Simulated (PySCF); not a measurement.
Gas-phase reaction: SnF₂ + 2 SnH₃F ⇌ 3 SnH₂ + 4 F

Energies from PySCF (xtb for GFN2), thermal terms from the rigid-rotor harmonic-oscillator model, ideal gas at 1 bar. † marks an energy on the PBE0/def2-TZVP geometry and frequencies; other levels use their own. Open shells (unrestricted): F (multiplicity 2, electronic degeneracy 6); the rest are closed-shell singlets. GFN2 has no spin-polarisation term. Spin-orbit splitting is ignored; it lowers the true energy and changes the entropy of F. Sn: scalar-relativistic def2 core potential, no spin-orbit coupling. SnH₃F, SnH₂: computed as isolated molecules; such fragments, hydroxides, amides, oligomers or adducts are transient or little studied in the gas. The harmonic model lacks anharmonicity and excited electronic states, which grow with temperature; levels with a mode under 35 cm⁻¹ are left out.

| level | ΔE electronic, kJ | ΔH°(298 K), kJ | ΔS°(298 K), J/K | ΔG°(2500 K), kJ |
|---|---|---|---|---|
| BLYP/def2-TZVP† | 1880 | 1851 | 519 | 548 |
| GFN2-xTB | 1530 | 1505 | 500 | 263 |
| PBE0/def2-QZVP† | 1872 | 1842 | 519 | 540 |
| r2SCAN/def2-TZVP† | 1917 | 1888 | 519 | 585 |
| ωB97X-V/def2-TZVP† | 1913 | 1884 | 519 | 581 |
ΔH° is lowest at GFN2-xTB and highest at r2SCAN/def2-TZVP†. No reference value is set beside these.
